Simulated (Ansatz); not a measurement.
Consider the ligand exchange at the Si–N bond: `BC[SiH2][NH][AlH2]` + `[SiH3]S` → `BC[SiH2]S[SiH3]` + `[NH2][AlH2]`.

Isolated molecules relaxed with PBE0-D4/def2-TZVP in Ansatz; ΔE leaves out vibrations. CCSD(T)/CBS adds triple-zeta CCSD(T) − MP2 to the extrapolated MP2 energy (def2 sets, frozen cores). This one scheme is used for every species. DFT in def2-TZVPP. B3LYP here is the variant with VWN-RPA as its local correlation; programs differ in this. One conformer a species, not always the lowest.

`BC[SiH2][NH][AlH2]`:

```xyz
14

B    -2.443   -1.174   -0.225
C    -1.284   -0.624    0.612
Si   -0.166    0.439   -0.489
N     1.227    0.988    0.370
Al    2.948    0.632    0.071
H    -2.346   -2.227   -0.788
H    -3.443   -0.533   -0.386
H    -0.609   -1.386    1.014
H    -1.592    0.069    1.403
H    -0.971    1.586   -0.992
H     0.333   -0.353   -1.642
H     1.027    1.614    1.140
H     3.312   -0.349   -1.113
H     4.008    1.319    1.025
```

`[SiH3]S`:

Z-matrix (Å, degrees):
```
Si
S 1 2.137
H 1 1.485 2 111.6
H 1 1.485 2 111.6 3 -122.0
H 1 1.482 2 104.8 3 119.0
H 2 1.344 1 94.7 3 60.9
```

`BC[SiH2]S[SiH3]`:

Z-matrix (Å, degrees):
```
C
Si 1 1.876
B 1 1.552 2 100.7
H 1 1.094 2 105.9 3 119.1
H 1 1.091 2 109.4 3 -121.7
S 2 2.155 1 108.6 3 19.5
H 2 1.486 1 112.5 3 141.5
H 2 1.483 1 111.1 3 -94.5
H 3 1.197 1 121.0 2 -101.1
H 3 1.197 1 120.4 2 80.7
Si 6 2.141 2 97.8 1 73.0
H 11 1.485 6 109.7 2 -22.2
H 11 1.484 6 110.2 2 97.7
H 11 1.482 6 108.1 2 -142.4
```

`[NH2][AlH2]`:

```xyz
6

N    -0.172   -0.745    0.544
Al    0.152    0.658   -0.480
H    -1.082   -1.147    0.699
H     0.528   -1.257    1.056
H    -1.076    1.339   -1.212
H     1.651    1.152   -0.607
```

```csv
level,ΔE (kJ/mol)
r2SCAN-D4,-14.2
B3LYP-D4,-9.1
ωB97M-V,-11.2
PBE0,-12.1
B3LYP,3.1
SCS-MP2/def2-TZVPP,-4.3
HF/def2-QZVPP,16.9
SCS-MP2/def2-QZVPP,-6.2
```

(1) What does CCSD(T)/CBS give? (Best estimate.)

Largest T1 diagnostic among the species: 0.012.

Results:

(1) Computed: -10.2 kJ/mol. The listed levels differ from it by -4.0, 1.1, -1.0, -1.9, 13.3, 5.9, 27.1, 4.0 kJ/mol.

The D4 term adds −12.2 kJ/mol with B3LYP and −6.5 kJ/mol with PBE0; it sums over pairs of atoms, weighted by their polarisabilities, and B3LYP, whose exchange is more repulsive, gets the larger term. In def2-TZVPP, CCSD(T) changes the Hartree–Fock value by −21.6 kJ/mol (the triples alone add −4.3 kJ/mol) and MP2 by −27.6 kJ/mol.
